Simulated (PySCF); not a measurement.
## How methods differ on the ionisation energy of Ti⁷⁺

Ti⁷⁺ [Ne] 3s2 3p3 [3p1/2^2 3p3/2^1, M_J = 3/2] → Ti⁸⁺ [Ne] 3s2 3p2 [3p1/2^2, M_J = 0], as a difference of total energies. All numbers are calculated (PySCF 2.14, the two-component X2C-1e Hamiltonian, in an even-tempered Gaussian basis (20 s from 0.34 bohr⁻², ratio 2.4; 14 p from 0.45 bohr⁻², ratio 2.4; 5 d from 2.8 bohr⁻², ratio 2.6; 5 f from 4.2 bohr⁻², ratio 2.6)). Correlated levels: 1s2 frozen; the 52 highest virtual spinors dropped. "Screened" scales the spin-orbit matrix elements by Boettger's factors to mimic the two-electron term; Breit and QED terms are absent.

```json
{"method": "GHF (spin-free)", "ionisation energy (eV)": "168.53"}
{"method": "GMP2 (spin-free)", "ionisation energy (eV)": "168.98"}
{"method": "GHF (screened spin-orbit)", "ionisation energy (eV)": "168.18"}
{"method": "GMP2 (screened spin-orbit)", "ionisation energy (eV)": "168.64"}
```

**Question.** How much does correlation contribute at GMP2 (screened spin-orbit)?

**Answer.** 168.64 − (168.18) = 0.46 eV, measured against GHF (screened spin-orbit).

The labels give the starting determinants; with spin-orbit coupling the two ends relaxed to ⟨J²⟩ = 3.75, ⟨L²⟩ = 0.01, ⟨S²⟩ = 3.73 and ⟨J²⟩ = 1.61, ⟨L²⟩ = 1.99, ⟨S²⟩ = 1.98.

The determinant of Ti⁸⁺ mixes levels of different J (the jj label is only the starting occupation), so the difference between spin-free and spin-orbit rows is not the physical spin-orbit shift.

For comparison: 170.5 ± 0.4 eV (semi-empirical (NIST evaluation); NIST Atomic Spectra Database, ionization energies).
